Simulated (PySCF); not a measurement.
Q: Give a PBE0-D3(BJ)/def2-SVP geometry of `B[N]([SiH3])[GeH3]`.

A: 
Z-matrix in Å and degrees, rows numbered from 1:
```
B 
N   1  1.4089
Si  2  1.7676  1  121.16
Ge  2  1.8727  1  120.18  3  -179.10
H   1  1.2125  2  119.53  3    -1.01
H   1  1.2130  2  120.34  3   179.10
H   3  1.4956  2  109.20  1   130.09
H   3  1.4882  2  109.52  1     9.18
H   3  1.4951  2  110.15  1  -112.07
H   4  1.5316  2  107.53  1     2.87
H   4  1.5399  2  108.06  1   123.62
H   4  1.5395  2  108.34  1  -118.06
```

Si3 (SiH3 silicon) is tetrahedral (angles from 107.5° to 110.3°). The 4 heavy atoms lie in one plane (0.003 Å rms). N2 (silicon-bound nitrogen) is planar (angles 121.2°, 120.2° and 118.7°, sum 360.0°, 0.01 Å off the plane of its three neighbours). Ge4 (germanium bonded to N and 3 H) is tetrahedral (angles from 107.5° to 111.7°).

Computed, not measured: PBE0-D3(BJ)/def2-SVP geometry optimisation, gas phase (PySCF 2.14.0).

PBE0-D3(BJ)/def2-SVP frequencies: not computed here.

The run took 21 s of wall time on one thread of an AMD EPYC 9R14, no GPU, shared host with 192 logical CPUs at a one-minute load of 51, and the process peaked at 0.49 GiB of memory. This is the geometry optimisation.
